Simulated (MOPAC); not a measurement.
MOPAC input (PM7):

```
PM7 FORCE THERMO(298,298) PRECISE LET GEO-OK AUX(PRECISION=9) THREADS=1
CCl2

Cl   -1.42338879 1   -0.19370333 1    0.02139238 1
C    -0.02965330 1    0.81938979 1    0.00857473 1
Cl    1.43364972 1   -0.08982981 1   -0.02435949 1
```

Question: Which zero-point energy does it print?

Answer: 2.38 kcal/mol, from the harmonic wavenumbers of PM7.
